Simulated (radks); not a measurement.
Values are calculated unless marked as measured or tabulated.
Task: The mean radii <r> (bohr) of the occupied orbitals of an atom or ion are listed with their occupations. Level of theory: non-relativistic Kohn-Sham, PBE, spin-polarised, spherical densities, point nucleus (a radial shooting solver on a logarithmic mesh with Libxc functionals).

orbital  occ.      <r>
1s up       1  0.03042
1s down     1  0.03042
2s up       1   0.1314
2s down     1   0.1314
2p up       3   0.1121
2p down     3   0.1121
3s up       1   0.3526
3s down     1   0.3526
3p up       3   0.3436
3p down     3   0.3436
3d up       5   0.3147
3d down     5   0.3146
4s up       1   0.8487
4s down     1   0.8482
4p up       3   0.8983
4p down     3   0.8971
4d up       5    1.076
4d down     5    1.069
5s up       1    2.191

Name the element and its charge. Open shells, if any, are filled with parallel spins first.

Result: Z = 50, tin, charge +3: Sn3+ in [Kr] 4d10 5s1. The 1s radius gives Z: for a bare nucleus <r> = 1.5/Z, 0.03 bohr for Z = 50, and screening makes it slightly larger (0.03042 here). The occupations add up to 47, and the charge is Z minus that.
